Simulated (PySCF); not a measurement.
ClGa, neutral, multiplicity 1. Atoms are numbered in the order given.

```xyz
2

Ga     0.0000     0.0000    -0.7916
Cl     0.0000     0.0000     1.4434
```

The structure is a stationary point at PBE-D3(BJ)/def2-TZVP.

All values below come from PBE0/def2-TZVPD run with PySCF.

Gas-phase values at a fixed geometry.

Computed frontier levels, gap, dipole moment and polarisability:
| Quantity | Result |
|---|---|
| highest occupied level | -7.54 eV |
| lowest empty level | -1.74 eV |
| orbital gap | 5.80 eV |
| dipole moment | 2.55 D |
| quadrupole, principal values (traceless, Buckingham form, about the centre of nuclear charge) | -4.83, 2.42, 2.42 D·Å |
| mean static polarisability | 49.6 bohr³ (7.35 Å³) |
| polarisability, principal values | 42.3, 42.3, 64.1 bohr³ |
